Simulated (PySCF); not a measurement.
## Fractional electron number in Cr (chromium, neutral)

The 4s alpha orbital of [Ar] 3d5 4s1 is emptied in steps (occupation f), with all orbitals relaxed, ending at [Ar] 3d5. Computed with PySCF 2.14 in aug-cc-pVTZ-DK (8s7p5d3f2g, 93 functions), with the spin-free X2C one-electron Hamiltonian (Gaussian nucleus). The exact energy is a straight line in f; departures are measured from the line between the end points of the same method.

```json
{"f": "1", "BHandHLYP (eV)": "0.000", "CAM-B3LYP (eV)": "0.000"}
{"f": "0.8", "BHandHLYP (eV)": "-0.219", "CAM-B3LYP (eV)": "-0.173"}
{"f": "0.6", "BHandHLYP (eV)": "-0.329", "CAM-B3LYP (eV)": "-0.260"}
{"f": "0.4", "BHandHLYP (eV)": "-0.329", "CAM-B3LYP (eV)": "-0.261"}
{"f": "0.2", "BHandHLYP (eV)": "-0.219", "CAM-B3LYP (eV)": "-0.174"}
{"f": "0", "BHandHLYP (eV)": "0.000", "CAM-B3LYP (eV)": "0.000"}
```

Problem. For BHandHLYP, how does the orbital energy at f = 1 compare with the removal energy?

Solution. −ε = 5.247 eV against a total-energy difference of 6.611 eV. By Janak's theorem ε = ∂E/∂f, so the gap between them reflects the curvature. Along the path −ε is 5.788 (f = 0.8), 6.334 (f = 0.6), 6.884 (f = 0.4), 7.434 (f = 0.2) eV.

```
   method  E(f=0) − E(f=1) (eV)  −ε at f=1 (eV)  −ε at f=0.4 (eV)
BHandHLYP                 6.611           5.247             6.884
CAM-B3LYP                 6.938           5.862             7.154
```

Reference removal energy between the ground levels: 6.767 eV (measured; NIST Atomic Spectra Database, ionization energies).
